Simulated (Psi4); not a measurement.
Approach curve of the dimer H6Si2 ··· H4N+ (SMILES [SiH3][SiH3] and [NH4+]) (charge +1), singlet. Monomers: optimised at B3LYP-D3(BJ) (def2-TZVP), held rigid. Orientation: lowest of the rigid-body minima from ten starts at GFN2-xTB. Only R, the distance of the centres of mass, is varied, so the lowest point isn't the relaxed dimer.

Computed with SAPT0/jun-cc-pVDZ, frozen core (Psi4 1.11).

Components in kcal/mol:

| R / Å | electrostatics | exchange | induction | dispersion | total |
|---|---|---|---|---|---|
| 3.98 | 6.10 | 33.24 | -18.03 | -5.63 | 15.67 |
| 4.13 | 4.44 | 21.41 | -14.19 | -4.18 | 7.48 |
| 4.40 | 2.74 | 9.45 | -9.53 | -2.45 | 0.21 |
| 4.57 | 2.07 | 5.57 | -7.58 | -1.77 | -1.71 |
| 4.73 | 1.60 | 3.35 | -6.21 | -1.31 | -2.58 |
| 4.96 | 1.07 | 1.60 | -4.77 | -0.86 | -2.96 |
| 5.24 | 0.63 | 0.64 | -3.55 | -0.54 | -2.81 |
| 5.59 | 0.29 | 0.20 | -2.53 | -0.31 | -2.34 |
| 6.06 | 0.06 | 0.04 | -1.67 | -0.16 | -1.73 |
| 6.78 | -0.07 | 0.00 | -0.96 | -0.07 | -1.09 |
| 7.81 | -0.09 | 0.00 | -0.50 | -0.02 | -0.61 |
| 9.10 | -0.08 | 0.00 | -0.25 | -0.01 | -0.34 |
